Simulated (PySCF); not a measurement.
Electronic structure of Kr⁺ (krypton, charge +1) at the UHF level

Configuration: [Ar] 3d10 4s2 4p5, 2P determinant. Computed with PySCF 2.14 in pcseg-2 (6s5p3d1f, 43 functions), with the non-relativistic Hamiltonian (point nucleus).

| Item | Value |
| --- | --- |
| Total energy | -2751.543031 hartree |
| One-electron energy | -3816.1125 hartree |
| Hartree (Coulomb) energy | 1158.1542 hartree |
| Exchange energy | -93.5848 hartree |
| Kinetic energy | 2754.73521 hartree |
| ⟨S²⟩ | 0.7580 |
| ⟨L²⟩ | 2.031 |
| Sum of ⟨r⟩ | 23.67 bohr |
| Sum of ⟨r²⟩ | 32.15 bohr² |
| Traceless quadrupole moment −½Σ⟨3z² − r²⟩ along its main axis | 1.54 e·bohr² |
| Density at the nucleus (Gaussians lack the cusp) | 31900 bohr⁻³ |
| Spin density at the nucleus | -0.0405 bohr⁻³ |
| Langevin diamagnetic susceptibility | -25.5 ×10⁻⁶ cm³/mol |
| Time after the integrals | 0.17 s of wall time on 1 thread of Neoverse-V1 (shared host) |

```json
{"shell": "1s α", "electrons": "1", "mean orbital energy (hartree)": "-520.49889", "spread (hartree)": "0", "rms radius, mean of both spins (bohr)": "0.0491"}
{"shell": "1s β", "electrons": "1", "mean orbital energy (hartree)": "-520.49306", "spread (hartree)": "0", "rms radius, mean of both spins (bohr)": "0.0491"}
{"shell": "2s α", "electrons": "1", "mean orbital energy (hartree)": "-70.26634", "spread (hartree)": "0", "rms radius, mean of both spins (bohr)": "0.203"}
{"shell": "2s β", "electrons": "1", "mean orbital energy (hartree)": "-70.26310", "spread (hartree)": "0", "rms radius, mean of both spins (bohr)": "0.203"}
{"shell": "2p α", "electrons": "3", "mean orbital energy (hartree)": "-63.37524", "spread (hartree)": "0.00989", "rms radius, mean of both spins (bohr)": "0.179"}
{"shell": "2p β", "electrons": "3", "mean orbital energy (hartree)": "-63.36872", "spread (hartree)": "0.00423", "rms radius, mean of both spins (bohr)": "0.179"}
{"shell": "3s α", "electrons": "1", "mean orbital energy (hartree)": "-11.27699", "spread (hartree)": "0", "rms radius, mean of both spins (bohr)": "0.576"}
{"shell": "3s β", "electrons": "1", "mean orbital energy (hartree)": "-11.26631", "spread (hartree)": "0", "rms radius, mean of both spins (bohr)": "0.576"}
{"shell": "3p α", "electrons": "3", "mean orbital energy (hartree)": "-8.76076", "spread (hartree)": "0.02934", "rms radius, mean of both spins (bohr)": "0.587"}
{"shell": "3p β", "electrons": "3", "mean orbital energy (hartree)": "-8.74631", "spread (hartree)": "0.00512", "rms radius, mean of both spins (bohr)": "0.587"}
{"shell": "3d α", "electrons": "5", "mean orbital energy (hartree)": "-4.25289", "spread (hartree)": "0.02723", "rms radius, mean of both spins (bohr)": "0.609"}
{"shell": "3d β", "electrons": "5", "mean orbital energy (hartree)": "-4.24568", "spread (hartree)": "0.01444", "rms radius, mean of both spins (bohr)": "0.609"}
{"shell": "4s α", "electrons": "1", "mean orbital energy (hartree)": "-1.59310", "spread (hartree)": "0", "rms radius, mean of both spins (bohr)": "1.70"}
{"shell": "4s β", "electrons": "1", "mean orbital energy (hartree)": "-1.47330", "spread (hartree)": "0", "rms radius, mean of both spins (bohr)": "1.70"}
{"shell": "4p α", "electrons": "3", "mean orbital energy (hartree)": "-0.93880", "spread (hartree)": "0.07791", "rms radius, mean of both spins (bohr)": "1.98"}
{"shell": "4p β", "electrons": "2", "mean orbital energy (hartree)": "-0.89008", "spread (hartree)": "0", "rms radius, mean of both spins (bohr)": "1.98"}
```
